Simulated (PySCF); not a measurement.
H2Te, SMILES [TeH2+], charge +1, multiplicity 2.

Geometry optimised at PBE0-D3(BJ)/def2-TZVPD. The def2 effective core potentials stand for the cores of Te; spin–orbit coupling is left out.

All values below come from PBE/def2-TZVPD in PySCF.

```yaml
total_energy: -268.86989 hartree
point_group: C2v
"α spin, highest occupied and lowest empty level": -13.95 and -8.36 eV
"β spin, highest occupied and lowest empty level": -15.45 and -12.40 eV
dipole_moment_about_the_centre_of_nuclear_charge: 0.82 D
mean_static_polarisability: 29.0 bohr³ (4.30 Å³)
polarisability_principal_values: 24.7, 30.7, 31.5 bohr³
"⟨S²⟩": 0.753 (pure state 0.75)
```
